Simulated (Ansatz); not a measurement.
C3H10BN can be A, `CBCNC`, or B, `CCB(C)N`.

Computed with Ansatz on PBE0-D4/def2-TZVP structures; ΔE is electronic, products minus reactants. CCSD(T)/CBS adds triple-zeta CCSD(T) − MP2 to the extrapolated MP2 energy (def2 sets, frozen cores). Functionals use def2-TZVPP. B3LYP here is the variant with VWN-RPA as its local correlation; programs differ in this. One conformer a species, not always the lowest.

A:

Z-matrix (Å, degrees):
```
C
B 1 1.555
H 1 1.094 2 112.0
H 1 1.100 2 107.5 3 114.5
H 1 1.091 2 114.1 3 -125.7
C 2 1.562 1 124.7 3 136.2
H 2 1.204 1 119.3 3 -42.0
N 6 1.451 2 117.2 1 7.4
H 6 1.109 2 109.9 1 138.6
H 6 1.104 2 102.4 1 -111.7
C 8 1.446 6 112.6 2 75.2
H 8 1.012 6 110.0 2 -162.9
H 11 1.104 8 113.8 6 54.8
H 11 1.092 8 110.0 6 176.4
H 11 1.093 8 109.8 6 -65.5
```

B:

```xyz
15

C    -0.1181   -1.8188    0.5658
C     0.0185   -0.3788    1.0556
B    -0.0620    0.7219   -0.0789
C     0.6883    0.5396   -1.4544
N    -0.8031    1.8846    0.1526
H    -0.0217   -2.5390    1.3824
H     0.6469   -2.0610   -0.1762
H    -1.0902   -1.9887    0.0942
H    -0.7176   -0.1841    1.8452
H     0.9994   -0.2648    1.5395
H     0.6707    1.4284   -2.0910
H     0.2380   -0.2807   -2.0247
H     1.7347    0.2547   -1.3025
H    -0.8686    2.6381   -0.5104
H    -1.3151    2.0485    1.0028
```

Question: Which isomer does CCSD(T)/CBS put lower? Give the gap. (Best estimate.)

Answer: Ansatz gave: B, by 239.3 kJ/mol.

Question: Give E(B) − E(A) in kJ/mol with BLYP-D4, PBE-D4, B3LYP-D4, CCSD(T)/def2-SVP, B3LYP, CCSD/def2-TZVPP, ωB97M-V. (Estimate.)

Answer: Computed: BLYP-D4 -232.0, PBE-D4 -233.4, B3LYP-D4 -234.6, CCSD(T)/def2-SVP -240.3, B3LYP -235.2, CCSD/def2-TZVPP -237.7, ωB97M-V -236.8. None reverses the order clearly.

Question: Does the order hold for the free energy at 298.15 K (harmonic terms from PBE0-D4)? (An estimate is asked.)

Answer: Computed: Yes: G(B) − G(A) = -233.1 kJ/mol, for one conformer each. Modes under 60 cm⁻¹, often nearly free rotors, make the harmonic entropy too high.

Largest T1 diagnostic: 0.010.

From BLYP to BHLYP (50 % exact exchange), in def2-TZVPP and without D4, E(B) − E(A) moves by −3.1 kJ/mol. Leaving LDA and LC-ωPBE aside and taking each functional with its dispersion term where it has one, the values, not all of them listed here, spread over 10.2 kJ/mol, from PBE-QIDH to revPBE-D4.
